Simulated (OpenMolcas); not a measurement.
**Ionisation energies of calcium**

```yaml
Program: OpenMolcas 26.06
Basis: ANO-R3 [7s6p4d3f1g]
Scalar_Hamiltonian: X2C, finite nucleus
Spin-orbit_coupling: state interaction with AMFI integrals over the reference wave functions, term energies averaged over their components
```

Active shells in each charge state: the valence s, p, d shells, with orbitals averaged over the low states. Where CASPT2's correlated closed shells are named, they are those of the first ion.

A. CASSCF
B. SS-CASPT2, IPEA 0.25 Eh, imaginary shift 0.1 Eh (closed shells correlated: 3s 3p)
C. SS-CASPT2, IPEA 0.25 Eh, imaginary shift 0.1 Eh (closed shells correlated: 2s 2p 3s 3p)
D. SS-CASPT2, IPEA 0.25 Eh, imaginary shift 0.1 Eh (closed shells correlated: none)
E. SS-CASPT2, IPEA 0 Eh, imaginary shift 0.1 Eh (closed shells correlated: 3s 3p)

Energies in eV between the lowest computed levels, named as in B; reference values from the NIST Atomic Spectra Database with their kind.

| From | To | A | B | C | D | E | Spin-orbit share in B | Reference |
| --- | --- | --- | --- | --- | --- | --- | --- | --- |
| Ca 4s2 1S0 | Ca+ 4s 2S 1/2 | 5.777 | 5.898 | 5.898 | 5.943 | 5.888 | +0.000 | 6.113 (measured) |
| Ca+ 4s 2S 1/2 | Ca2+ 3p6 1S0 | 11.213 | 11.791 | 11.796 | 11.213 | 11.839 | +0.000 | 11.872 (measured) |

Error against the reference values, in %:

| From | Reference | A | B | C | D | E |
| --- | --- | --- | --- | --- | --- | --- |
| Ca | measured | -5.5 | -3.5 | -3.5 | -2.8 | -3.7 |
| Ca+ | measured | -5.6 | -0.7 | -0.6 | -5.6 | -0.3 |

Mean absolute error over the 2 measured values: A 0.50 eV, B 0.15 eV, C 0.15 eV, D 0.41 eV, E 0.13 eV.

The lowest level within the active space need not be the ion's true ground level.
